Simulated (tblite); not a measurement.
C3H8N2Si.
Bonds: C1–N2, N2–C3, C3–Si4, Si4–C5, C5–N6 (triple). Hydrogens: H7, H8, H9 on C1; H10 on N2; H11, H12 on C3; H13, H14 on Si4.

Computed with GFN2-xTB (tblite), gas phase: L-BFGS steps from a force-field or distance-geometry start until the largest atomic force falls under 0.01 eV/Å.

Step 5: E = -489.8361 eV
```
atom  x, y, z in Å  |  force x, y, z in eV/Å
C1     -2.3317   -0.1150   -0.3572   -0.091   0.016  -0.011
N2     -1.0618   -0.4694    0.2441    0.158   0.153   0.141
C3      0.0645    0.2079   -0.3907   -0.150   0.080  -0.132
Si4     1.7250   -0.3918    0.3259   -0.128   0.103  -0.159
C5      3.1005    0.5554   -0.5433   -0.124  -0.077   0.087
N6      3.9420    1.1275   -1.0719   -0.113  -0.072   0.069
H7     -3.1421   -0.6305    0.1629    0.126   0.048  -0.002
H8     -2.3292   -0.4428   -1.3951    0.001  -0.017  -0.073
H9     -2.5291    0.9689   -0.3381   -0.028  -0.033  -0.015
H10    -1.0923   -0.1932    1.2232    0.051  -0.133   0.012
H11    -0.0290    1.3082   -0.3212    0.029  -0.043  -0.028
H12     0.0153   -0.0345   -1.4566    0.025   0.016  -0.033
H13     1.7593   -0.0777    1.7453    0.141   0.123   0.235
H14     1.9078   -1.8135    0.0958    0.103  -0.164  -0.091
```

Step 6: E = -489.8469 eV
```
atom  x, y, z in Å  |  force x, y, z in eV/Å
C1     -2.3326   -0.1118   -0.3568    0.016  -0.025  -0.027
N2     -1.0580   -0.4667    0.2382    0.036   0.158   0.133
C3      0.0642    0.2142   -0.3913   -0.150   0.053  -0.144
Si4     1.7173   -0.3938    0.3279   -0.137  -0.027   0.012
C5      3.0860    0.5478   -0.5348   -0.069  -0.039   0.044
N6      3.9280    1.1176   -1.0626    0.002   0.008  -0.002
H7     -3.1355   -0.6323    0.1680    0.090   0.055  -0.014
H8     -2.3231   -0.4428   -1.3933   -0.053  -0.020  -0.092
H9     -2.5343    0.9715   -0.3437   -0.010  -0.048   0.020
H10    -1.0832   -0.2024    1.2170    0.016  -0.097   0.157
H11    -0.0280    1.3141   -0.3308    0.022  -0.013   0.023
H12     0.0068   -0.0323   -1.4523    0.088  -0.001  -0.172
H13     1.7737   -0.0670    1.7508    0.097   0.065   0.112
H14     1.9180   -1.8166    0.0868    0.052  -0.068  -0.049
```

Step 7: E = -489.8517 eV
```
atom  x, y, z in Å  |  force x, y, z in eV/Å
C1     -2.3324   -0.1108   -0.3571    0.059  -0.027  -0.034
N2     -1.0561   -0.4628    0.2373   -0.041   0.111   0.085
C3      0.0618    0.2178   -0.3940   -0.075   0.019  -0.107
Si4     1.7113   -0.3950    0.3289   -0.107  -0.085   0.102
C5      3.0789    0.5441   -0.5306   -0.035  -0.013   0.015
N6      3.9214    1.1131   -1.0583    0.028   0.025  -0.016
H7     -3.1311   -0.6322    0.1700    0.046   0.035  -0.008
H8     -2.3214   -0.4431   -1.3941   -0.060  -0.016  -0.064
H9     -2.5367    0.9717   -0.3458   -0.006  -0.042   0.024
H10    -1.0790   -0.2080    1.2176    0.005  -0.064   0.181
H11    -0.0271    1.3165   -0.3347    0.012   0.029   0.025
H12     0.0046   -0.0314   -1.4535    0.088  -0.002  -0.197
H13     1.7817   -0.0611    1.7552    0.067   0.028   0.016
H14     1.9234   -1.8193    0.0820    0.019   0.003  -0.023
```

**Question.** Estimate the geometry and energy of step 8. (The exact step hangs on the optimiser's Hessian estimate; all steps are aligned on step 7, rigid shifts and turns removed.)

**Answer.** E = -489.8562 eV, largest force 0.163 eV/Å
```
atom  x, y, z in Å  |  force x, y, z in eV/Å
C1     -2.3311   -0.1104   -0.3581    0.057  -0.014  -0.021
N2     -1.0550   -0.4567    0.2384   -0.078   0.033   0.014
C3      0.0582    0.2215   -0.3988    0.031  -0.018  -0.039
Si4     1.7032   -0.3975    0.3315   -0.032  -0.091   0.131
C5      3.0720    0.5406   -0.5266   -0.008   0.005  -0.005
N6      3.9151    1.1090   -1.0542    0.016   0.017  -0.008
H7     -3.1260   -0.6313    0.1717   -0.009   0.002   0.002
H8     -2.3211   -0.4438   -1.3962   -0.046  -0.011  -0.014
H9     -2.5391    0.9709   -0.3472   -0.006  -0.020   0.015
H10    -1.0749   -0.2147    1.2222   -0.005  -0.022   0.132
H11    -0.0261    1.3194   -0.3377    0.004   0.057   0.006
H12     0.0046   -0.0305   -1.4590    0.064   0.009  -0.147
H13     1.7907   -0.0550    1.7601    0.030  -0.010  -0.070
H14     1.9288   -1.8220    0.0770   -0.017   0.063   0.006
```

The energy changes by -0.0045 eV. The first-order estimate −F·Δx gives -0.0069 eV and the mean of the old and new forces, exact on a quadratic surface, -0.0045 eV. The step makes an angle of 52° with the force vector and moves no atom by more than 0.012 Å.

The cost below is that of the whole relaxation. On an Arm Neoverse N1 with one thread, no GPU, shared host with 64 logical CPUs at a one-minute load of 61, this took 0.23 s wall.
